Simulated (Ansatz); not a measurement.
`N=CBO`, relaxed with RKS PBE0-D4/def2-TZVP in Ansatz from a PBE-D4/def2-SVP geometry. The force threshold is 0.005 eV/Å; the program also tests the step.

Charge 0, multiplicity 1.

Start:

```xyz
8

N     1.168   -0.185   -0.607
C    -0.117   -0.252   -0.691
B    -0.862    0.210    0.655
O    -0.024    0.591    1.639
H     1.653   -0.480   -1.473
H    -0.643   -0.596   -1.612
H    -2.065    0.229    0.836
H     0.890    0.484    1.252
```

(1) How much energy does the relaxation release, and in how many steps? (Best estimate.)

(2) Which bonds change most? (Estimate.)

(3) Give the relaxed structure. (An estimate is asked.)

Answers

(1) The calculation gave: 4.89 kJ/mol, in 7 steps.

(2) Computed: O4–H8 from 0.999 to 0.974 Å; B3–H7 from 1.216 to 1.196 Å; C2–H6 from 1.116 to 1.097 Å; N1–C2 from 1.289 to 1.273 Å.

(3) The calculation gave: 
```xyz
8

N     1.169   -0.197   -0.651
C    -0.102   -0.252   -0.689
B    -0.841    0.205    0.645
O    -0.047    0.594    1.651
H     1.610   -0.496   -1.521
H    -0.640   -0.591   -1.582
H    -2.028    0.220    0.792
H     0.878    0.517    1.356
```
